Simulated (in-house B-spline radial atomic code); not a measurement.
A fraction x of an electron is removed from 5p in Ho3+, starting from [Xe] 4f10 and keeping the highest spin. All numbers are computed (scalar-relativistic (X2C) Hartree-Fock with fractional occupations, spin-polarised, spherical fractional occupations; Fermi nucleus of rms radius 5.2022 fm) with an all-electron radial atomic-structure program (B-spline basis), not measured.

Caution: exact exchange at fractional occupations of open shells leaves self-interaction of up to several eV.

```
   x  E(x) - E(0) (eV)  5p down level (eV)
   0            0.0000             -60.882
0.07            4.2812             -61.440
0.16            9.8433             -62.162
0.36           22.4371             -63.779
0.46           28.8558             -64.595
 0.5           31.4462             -64.922
0.62                 ?                   ?
0.74           47.2644             -66.900
0.78                 ?                   ?
0.96           62.1836             -68.732
```

Q: What belongs in the row x = 0.62?

A: An energy change of 39.2959 eV; 5p down at -65.908 eV.

Q: What belongs in the row x = 0.78?

A: An energy change of 49.9470 eV; 5p down at -67.232 eV.

Q: Check Janak's theorem between x = 0.07 and 0.16.

A: The slope of the energy is 61.80 eV; the orbital levels give 61.80 eV (-ε of the emptying orbital, averaged over the two points).
